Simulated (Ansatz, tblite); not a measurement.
Isomers of Ga$_{2}$N$_{2}$ (singlet), found by a short tight-binding search and relaxed with PBE-D4/def2-SVP in Ansatz.

The xTB rows come from tblite. Correlated methods freeze 20 core orbitals; core or outer-core shells of Ga are correlated, in sets that lack core-valence functions.

Run but left out: HF/def2-TZVPP, r2SCAN-D4/def2-TZVP (B: restricted singlet, unstable towards broken spin symmetry).

B: At CCSD(T)/def2-TZVPP the restricted singlet (for correlated methods, its reference) is unstable: a solution with broken spin symmetry lies lower.

Other spin states were run for one of them alone.

For B, a triplet lies 0.17 eV below this singlet at PBE0-D4/def2-TZVP. The order below holds within this spin alone and isn't that of the ground states.

A:

Cartesian coordinates in Å:
```
Ga -1.101 1.738 -0.388
Ga 1.101 -1.738 0.387
N -0.489 -0.348 -0.171
N 0.489 0.348 0.172
```

B:

```tsv
atom	x (Å)	y (Å)	z (Å)
Ga1	-0.082	1.563	1.201
Ga2	1.196	0.134	-1.189
N3	-0.581	-0.384	0.353
N4	-0.533	-1.313	-0.365
```

Q: Estimate their order by electronic energy at CAM-B3LYP-D4/def2-TZVP, counted from the lowest.

A: A (0.0) < B (7.4), in kJ/mol.

Q: Do the other levels pick the same lowest one?

A: Not PBE-D4/def2-TZVP, PBE0-D4/def2-TZVP, MP2/def2-TZVPP, CCSD(T)/def2-TZVPP. Energies above each level's lowest (kJ/mol):

```json
{"level": "GFN1-xTB", "A": "0.0", "B": "56.9"}
{"level": "GFN2-xTB", "A": "0.0", "B": "161.6"}
{"level": "PBE-D4/def2-TZVP", "A": "11.2", "B": "0.0"}
{"level": "PBE0-D4/def2-TZVP", "A": "2.4", "B": "0.0"}
{"level": "r2SCAN0-D4/def2-TZVP", "A": "0.0", "B": "3.5"}
{"level": "CAM-B3LYP-D4/def2-TZVP", "A": "0.0", "B": "7.4"}
{"level": "MP2/def2-TZVPP", "A": "16.6", "B": "0.0"}
{"level": "CCSD/def2-TZVPP", "A": "0.0", "B": "3.7"}
{"level": "CCSD(T)/def2-TZVPP", "A": "2.8", "B": "0.0"}
```
Point groups (tolerance 0.1 Å): A D2h, B Cs. Lower isomers may exist.
